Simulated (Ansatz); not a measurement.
Ansatz (a first-principles code) input (HF/6-31G*):

Ansatz 0.2 input:
```yaml
crystal:
  periodic: [false, false, false]
  atoms:
    - {symbol: C, position_ang: [2.41743950, 0.70074975, 0.10125890]}
    - {symbol: Si, position_ang: [1.06877050, -0.38206514, -0.57083828]}
    - {symbol: O, position_ang: [-0.49444853, 0.44519355, -0.13271466]}
    - {symbol: Si, position_ang: [-2.00656627, -0.23865867, 0.56611179]}
    - {symbol: H, position_ang: [2.42331315, 1.68264730, -0.36267477]}
    - {symbol: H, position_ang: [2.33895289, 0.82406035, 1.17642332]}
    - {symbol: H, position_ang: [3.38208478, 0.24470073, -0.10691500]}
    - {symbol: H, position_ang: [0.98666857, -0.47303889, -2.02476666]}
    - {symbol: H, position_ang: [0.84654959, -1.65614650, 0.10474108]}
    - {symbol: H, position_ang: [-0.53998653, 1.37827041, -0.34450224]}
    - {symbol: H, position_ang: [-2.33346980, -1.33960440, -0.32984305]}
    - {symbol: H, position_ang: [-2.90060639, 0.91038234, 0.49713283]}
    - {symbol: H, position_ang: [-1.62341400, -0.64718482, 1.91073920]}
basis:
  gaussian:
    orbitals: 6-31G*
hamiltonian:
  xc: {name: HF}
total_charge: 1
phonons: {temperatures: {t_min: 298.15, t_max: 298.15, t_step: 100}}
```

Output:

```
Functional definition: HF
integrals: 0.03 GiB planned
958 factors; integrals over basis functions are off by at most 6.5e-4 eV
mean field: 0.24 GiB planned
mean field evaluation 1: about -18924.2009 eV, gradient 4.6e1 eV
mean field evaluation 2: about -18924.2756 eV, gradient 4.6e1 eV
mean field evaluation 4: about -18928.6967 eV, gradient 3.6e0 eV
mean field evaluation 8: about -18928.7418 eV, gradient 9.2e-5 eV
mean field -18928.74183974 eV, -695.6184322483 hartree, gradient 2.2e-5 eV, S^2 0.000000; 0 other end points of the search recorded, 0 dependent functions left out
the calculation of the forces begins
reference -18928.74183974 eV, -695.6184322483 hartree; 25, 25 occupied and 61, 61 virtual orbitals, 958 factors
these checks for a lower state are left out or cut short: stability, starts, cluster_reference, orbital_swaps, neighbouring_geometries, increment
integrals: 0.03 GiB planned
958 factors; integrals over basis functions are off by at most 6.5e-4 eV
mean field: 0.24 GiB planned
mean field evaluation 16: about -18928.7417 eV, gradient 2.3e-6 eV
mean field -18928.74168879 eV, -695.6184267012 hartree, gradient 2.5e-6 eV, S^2 0.000000; 0 other end points of the search recorded, 0 dependent functions left out
the calculation of the forces begins
reference -18928.74168879 eV, -695.6184267012 hartree; 25, 25 occupied and 61, 61 virtual orbitals, 958 factors
these checks for a lower state are left out or cut short: stability, starts, cluster_reference, orbital_swaps, neighbouring_geometries, increment
integrals: 0.03 GiB planned
958 factors; integrals over basis functions are off by at most 6.5e-4 eV
mean field: 0.24 GiB planned
mean field -18928.74168780 eV, -695.6184266648 hartree, gradient 2.3e-6 eV, S^2 0.000000; 0 other end points of the search recorded, 0 dependent functions left out
the calculation of the forces begins
reference -18928.74168780 eV, -695.6184266648 hartree; 25, 25 occupied and 61, 61 virtual orbitals, 958 factors
these checks for a lower state are left out or cut short: stability, starts, cluster_reference, orbital_swaps, neighbouring_geometries, increment
integrals: 0.03 GiB planned
958 factors; integrals over basis functions are off by at most 6.5e-4 eV
mean field: 0.24 GiB planned
mean field -18928.74167420 eV, -695.6184261649 hartree, gradient 2.9e-6 eV, S^2 0.000000; 0 other end points of the search recorded, 0 dependent functions left out
the calculation of the forces begins
reference -18928.74167420 eV, -695.6184261649 hartree; 25, 25 occupied and 61, 61 virtual orbitals, 958 factors
these checks for a lower state are left out or cut short: stability, starts, cluster_reference, orbital_swaps, neighbouring_geometries, increment
integrals: 0.03 GiB planned
958 factors; integrals over basis functions are off by at most 6.5e-4 eV
mean field: 0.24 GiB planned
mean field evaluation 32: about -18928.7417 eV, gradient 4.9e-5 eV
mean field -18928.74167493 eV, -695.6184261918 hartree, gradient 2.2e-6 eV, S^2 0.000000; 0 other end points of the search recorded, 0 dependent functions left out
the calculation of the forces begins
reference -18928.74167493 eV, -695.6184261918 hartree; 25, 25 occupied and 61, 61 virtual orbitals, 958 factors
these checks for a lower state are left out or cut short: stability, starts, cluster_reference, orbital_swaps, neighbouring_geometries, increment
integrals: 0.03 GiB planned
958 factors; integrals over basis functions are off by at most 6.5e-4 eV
mean field: 0.24 GiB planned
mean field -18928.74166362 eV, -695.6184257763 hartree, gradient 1.1e-6 eV, S^2 0.000000; 0 other end points of the search recorded, 0 dependent functions left out
the calculation of the forces begins
reference -18928.74166362 eV, -695.6184257763 hartree; 25, 25 occupied and 61, 61 virtual orbitals, 958 factors
these checks for a lower state are left out or cut short: stability, starts, cluster_reference, orbital_swaps, neighbouring_geometries, increment
integrals: 0.03 GiB planned
958 factors; integrals over basis functions are off by at most 6.5e-4 eV
mean field: 0.24 GiB planned
mean field -18928.74166643 eV, -695.6184258796 hartree, gradient 3.0e-6 eV, S^2 0.000000; 0 other end points of the search recorded, 0 dependent functions left out
the calculation of the forces begins
reference -18928.74166643 eV, -695.6184258796 hartree; 25, 25 occupied and 61, 61 virtual orbitals, 958 factors
these checks for a lower state are left out or cut short: stability, starts, cluster_reference, orbital_swaps, neighbouring_geometries, increment
integrals: 0.03 GiB planned
958 factors; integrals over basis functions are off by at most 6.5e-4 eV
mean field: 0.24 GiB planned
mean field -18928.74175005 eV, -695.6184289525 hartree, gradient 1.3e-6 eV, S^2 0.000000; 0 other end points of the search recorded, 0 dependent functions left out
[...]
958 factors; integrals over basis functions are off by at most 6.5e-4 eV
mean field: 0.24 GiB planned
mean field -18928.74180790 eV, -695.6184310783 hartree, gradient 8.3e-7 eV, S^2 0.000000; 0 other end points of the search recorded, 0 dependent functions left out
the calculation of the forces begins
reference -18928.74180790 eV, -695.6184310783 hartree; 25, 25 occupied and 61, 61 virtual orbitals, 958 factors
these checks for a lower state are left out or cut short: stability, starts, cluster_reference, orbital_swaps, neighbouring_geometries, increment
integrals: 0.03 GiB planned
958 factors; integrals over basis functions are off by at most 6.5e-4 eV
mean field: 0.24 GiB planned
mean field evaluation 416: about -18928.7418 eV, gradient 4.8e-6 eV
mean field -18928.74180883 eV, -695.6184311125 hartree, gradient 7.8e-7 eV, S^2 0.000000; 0 other end points of the search recorded, 0 dependent functions left out
the calculation of the forces begins
reference -18928.74180883 eV, -695.6184311125 hartree; 25, 25 occupied and 61, 61 virtual orbitals, 958 factors
these checks for a lower state are left out or cut short: stability, starts, cluster_reference, orbital_swaps, neighbouring_geometries, increment
integrals: 0.03 GiB planned
958 factors; integrals over basis functions are off by at most 6.5e-4 eV
mean field: 0.24 GiB planned
mean field -18928.74179270 eV, -695.6184305198 hartree, gradient 2.7e-6 eV, S^2 0.000000; 0 other end points of the search recorded, 0 dependent functions left out
the calculation of the forces begins
reference -18928.74179270 eV, -695.6184305198 hartree; 25, 25 occupied and 61, 61 virtual orbitals, 958 factors
these checks for a lower state are left out or cut short: stability, starts, cluster_reference, orbital_swaps, neighbouring_geometries, increment
integrals: 0.03 GiB planned
958 factors; integrals over basis functions are off by at most 6.5e-4 eV
mean field: 0.24 GiB planned
mean field -18928.74179352 eV, -695.6184305499 hartree, gradient 2.3e-6 eV, S^2 0.000000; 0 other end points of the search recorded, 0 dependent functions left out
the calculation of the forces begins
reference -18928.74179352 eV, -695.6184305499 hartree; 25, 25 occupied and 61, 61 virtual orbitals, 958 factors
these checks for a lower state are left out or cut short: stability, starts, cluster_reference, orbital_swaps, neighbouring_geometries, increment
integrals: 0.03 GiB planned
958 factors; integrals over basis functions are off by at most 6.5e-4 eV
mean field: 0.24 GiB planned
mean field -18928.74183215 eV, -695.6184319696 hartree, gradient 2.4e-6 eV, S^2 0.000000; 0 other end points of the search recorded, 0 dependent functions left out
the calculation of the forces begins
reference -18928.74183215 eV, -695.6184319696 hartree; 25, 25 occupied and 61, 61 virtual orbitals, 958 factors
these checks for a lower state are left out or cut short: stability, starts, cluster_reference, orbital_swaps, neighbouring_geometries, increment
integrals: 0.03 GiB planned
958 factors; integrals over basis functions are off by at most 6.5e-4 eV
mean field: 0.24 GiB planned
mean field -18928.74183159 eV, -695.6184319488 hartree, gradient 2.5e-6 eV, S^2 0.000000; 0 other end points of the search recorded, 0 dependent functions left out
the calculation of the forces begins
reference -18928.74183159 eV, -695.6184319488 hartree; 25, 25 occupied and 61, 61 virtual orbitals, 958 factors
these checks for a lower state are left out or cut short: stability, starts, cluster_reference, orbital_swaps, neighbouring_geometries, increment
integrals: 0.03 GiB planned
958 factors; integrals over basis functions are off by at most 6.5e-4 eV
mean field: 0.24 GiB planned
mean field evaluation 448: about -18928.7418 eV, gradient 2.7e-6 eV
mean field -18928.74182724 eV, -695.6184317891 hartree, gradient 2.7e-6 eV, S^2 0.000000; 0 other end points of the search recorded, 0 dependent functions left out
the calculation of the forces begins
reference -18928.74182724 eV, -695.6184317891 hartree; 25, 25 occupied and 61, 61 virtual orbitals, 958 factors
these checks for a lower state are left out or cut short: stability, starts, cluster_reference, orbital_swaps, neighbouring_geometries, increment
integrals: 0.03 GiB planned
958 factors; integrals over basis functions are off by at most 6.5e-4 eV
mean field: 0.24 GiB planned
mean field -18928.74182805 eV, -695.6184318189 hartree, gradient 1.9e-6 eV, S^2 0.000000; 0 other end points of the search recorded, 0 dependent functions left out
the calculation of the forces begins
reference -18928.74182805 eV, -695.6184318189 hartree; 25, 25 occupied and 61, 61 virtual orbitals, 958 factors
these checks for a lower state are left out or cut short: stability, starts, cluster_reference, orbital_swaps, neighbouring_geometries, increment
integrals: 0.03 GiB planned
958 factors; integrals over basis functions are off by at most 6.5e-4 eV
mean field: 0.24 GiB planned
mean field -18928.74182702 eV, -695.6184317809 hartree, gradient 2.5e-6 eV, S^2 0.000000; 0 other end points of the search recorded, 0 dependent functions left out
the calculation of the forces begins
reference -18928.74182702 eV, -695.6184317809 hartree; 25, 25 occupied and 61, 61 virtual orbitals, 958 factors
these checks for a lower state are left out or cut short: stability, starts, cluster_reference, orbital_swaps, neighbouring_geometries, increment
integrals: 0.03 GiB planned
958 factors; integrals over basis functions are off by at most 6.5e-4 eV
mean field: 0.24 GiB planned
mean field -18928.74182701 eV, -695.6184317804 hartree, gradient 2.5e-6 eV, S^2 0.000000; 0 other end points of the search recorded, 0 dependent functions left out
the calculation of the forces begins
reference -18928.74182701 eV, -695.6184317804 hartree; 25, 25 occupied and 61, 61 virtual orbitals, 958 factors
these checks for a lower state are left out or cut short: stability, starts, cluster_reference, orbital_swaps, neighbouring_geometries, increment
integrals: 0.03 GiB planned
958 factors; integrals over basis functions are off by at most 6.5e-4 eV
mean field: 0.24 GiB planned
mean field -18928.74177904 eV, -695.6184300179 hartree, gradient 2.7e-6 eV, S^2 0.000000; 0 other end points of the search recorded, 0 dependent functions left out
the calculation of the forces begins
reference -18928.74177904 eV, -695.6184300179 hartree; 25, 25 occupied and 61, 61 virtual orbitals, 958 factors
these checks for a lower state are left out or cut short: stability, starts, cluster_reference, orbital_swaps, neighbouring_geometries, increment
integrals: 0.03 GiB planned
958 factors; integrals over basis functions are off by at most 6.5e-4 eV
mean field: 0.24 GiB planned
mean field -18928.74177842 eV, -695.6184299949 hartree, gradient 2.7e-6 eV, S^2 0.000000; 0 other end points of the search recorded, 0 dependent functions left out
the calculation of the forces begins
reference -18928.74177842 eV, -695.6184299949 hartree; 25, 25 occupied and 61, 61 virtual orbitals, 958 factors
Total energy: -18928.74183974 eV, -695.6184322483 hartree
Atom 0 at     2.417439     0.700750     0.101259 Å, force     0.000337     0.000015    -0.000297 eV/Å
Atom 1 at     1.068771    -0.382065    -0.570838 Å, force    -0.000360     0.000064    -0.000093 eV/Å
Atom 2 at    -0.494449     0.445194    -0.132715 Å, force     0.000396     0.000166    -0.000020 eV/Å
Atom 3 at    -2.006566    -0.238659     0.566112 Å, force    -0.000396    -0.000365    -0.000099 eV/Å
Atom 4 at     2.423313     1.682647    -0.362675 Å, force    -0.000044     0.000036    -0.000037 eV/Å
Atom 5 at     2.338953     0.824060     1.176423 Å, force    -0.000117    -0.000093     0.000117 eV/Å
Atom 6 at     3.382085     0.244701    -0.106915 Å, force     0.000118     0.000052     0.000149 eV/Å
Atom 7 at     0.986669    -0.473039    -2.024767 Å, force     0.000130     0.000065    -0.000000 eV/Å
Atom 8 at     0.846550    -1.656146     0.104741 Å, force    -0.000086     0.000028    -0.000002 eV/Å
Atom 9 at    -0.539987     1.378270    -0.344502 Å, force     0.000445     0.000185    -0.000208 eV/Å
Atom 10 at    -2.333470    -1.339604    -0.329843 Å, force    -0.000092     0.000054     0.000285 eV/Å
Atom 11 at    -2.900606     0.910382     0.497133 Å, force    -0.000179    -0.000202     0.000112 eV/Å
Atom 12 at    -1.623414    -0.647185     1.910739 Å, force    -0.000154    -0.000004     0.000092 eV/Å
Dipole moment:    -0.237023     0.243437    -0.029725 e Å
Vibrations: 21.71 71.63 140.57 166.81 213.55 356.44 511.90 548.69 654.58 718.58 732.54 746.80 803.44 854.96 975.79 999.27 1027.47 1038.14 1046.52 1055.90 1320.08 1474.74 1583.98 1584.55 2482.21 2486.80 2498.19 2517.01 2518.48 3200.18 3271.70 3288.31 3987.32 cm⁻¹, zero-point energy 2.783374 eV
```

The blocks after the first are displaced geometries, from whose forces the wavenumbers follow.

The dipole moment of an ion depends on the origin.
